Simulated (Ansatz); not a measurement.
Ideal-gas functions of Al2Cl2F4, SMILES `[F][Al@-]1([Cl])[F+][Al@@-]([F])([Cl])[F+]1` at 500 K and 1 bar, from an Ansatz frequency run at PBE0-D4/def2-TZVP.

Molar mass 200.86 g/mol, point group C2v (symmetry number 2), electronic degeneracy 1, moments of inertia 335.593, 725.438, 957.568 u Å². Harmonic wavenumbers (cm⁻¹, unscaled): 39, 74, 138, 140, 162, 192, 200, 232, 298, 344, 447, 487, 542, 570, 609, 665, 893, 912.

Use S(trans) = R[1.5 ln M + 2.5 ln T − 1.1517]; rotational temperatures θ = 24.2544 K / I; S(rot) = R[ln(√π/σ · √(T³/θAθBθC)) + 1.5]; for each mode x = 1.438777 ν̃/T, S = R[x/(eˣ − 1) − ln(1 − e⁻ˣ)] and H = RT x/(eˣ − 1); 1 cm⁻¹ = 0.0119627 kJ/mol; R = 8.31446 J/(mol·K).

**Question.** By hand: the entropy, in J/(mol·K).

**Answer.** Translation 185.7. Rotation: θ = 0.0723, 0.0334, 0.0253 K, giving 129.3. Vibration, mode by mode: 26.50, 21.19, 16.05, 15.93, 14.74, 13.35, 13.02, 11.83, 9.84, 8.73, 6.77, 6.16, 5.41, 5.07, 4.64, 4.08, 2.43, 2.33, in all 188.1. Electronic 0.0. Sum 503.1 J/(mol·K).

**Question.** By hand: H − E and G − E in kJ/mol, counted from the electronic energy.

**Answer.** Zero-point energy ½ × 6944 × 0.0119627 = 41.5; thermal vibration 43.8; translation, rotation and pV give 4 RT = 16.6. H − E = 101.9 kJ/mol, and G − E = 101.9 − 500 × 503.1/1000 = -149.7 kJ/mol.

Vibration gives 37 % of the entropy, 79.7 J/(mol·K) of it from the modes under 150 cm⁻¹: soft modes count most, and the harmonic formula is weakest for them.
